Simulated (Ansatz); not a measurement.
`OBCCBr` + H₂ → `CCBO` + HBr  (hydrogenolysis of a C–Br bond)

Computed with Ansatz on PBE0-D4/def2-TZVP structures; ΔE is electronic, products minus reactants. CBS: MP2 limit from def2 TZ/QZ plus the TZ coupled-cluster correction, frozen cores. This one scheme is used for every species. DFT in def2-TZVPP. B3LYP here is the variant with VWN-RPA as its local correlation; programs differ in this. For Br outer-core shells are correlated without core-valence functions, which leaves a few kJ/mol of doubt a bond. Scalar relativity is left out up to krypton. One conformer a species, not always the lowest.

| level | ΔE (kcal/mol) | difference from CCSD(T)/CBS |
| --- | --- | --- |
| r2SCAN-D4 | -14.3 | -0.2 |
| PBE0-D4 | -15.0 | -0.9 |
| B3LYP-D4 | -14.4 | -0.3 |
| ωB97X-V | -14.8 | -0.7 |
| ωB97M-V | -14.8 | -0.7 |
| B2PLYP | -15.6 | -1.5 |
| PBE | -15.5 | -1.4 |
| B3LYP | -17.1 | -3.0 |
| HF/def2-TZVPP | -19.3 | -5.2 |
| SCS-MP2/def2-TZVPP | -14.0 | 0.1 |
| CCSD(T)/def2-TZVPP | -14.7 | -0.6 |
| HF/def2-QZVPP | -19.4 | -5.3 |
| MP2/def2-QZVPP | -12.8 | 1.3 |
| SCS-MP2/def2-QZVPP | -13.9 | 0.2 |
| HF/CBS(def2) | -19.5 | -5.4 |
| MP2/CBS(def2) | -12.5 | 1.6 |
| CCSD(T)/CBS | -14.1 | 0 |

Largest T1 diagnostic among the species: 0.011.

The D4 term adds +2.7 kcal/mol with B3LYP and +1.4 kcal/mol with PBE0; it sums over pairs of atoms, weighted by their polarisabilities, and B3LYP, whose exchange is more repulsive, gets the larger term. From PBE to PBE0 (25 % exact exchange), in def2-TZVPP and without D4, ΔE moves by −0.9 kcal/mol.
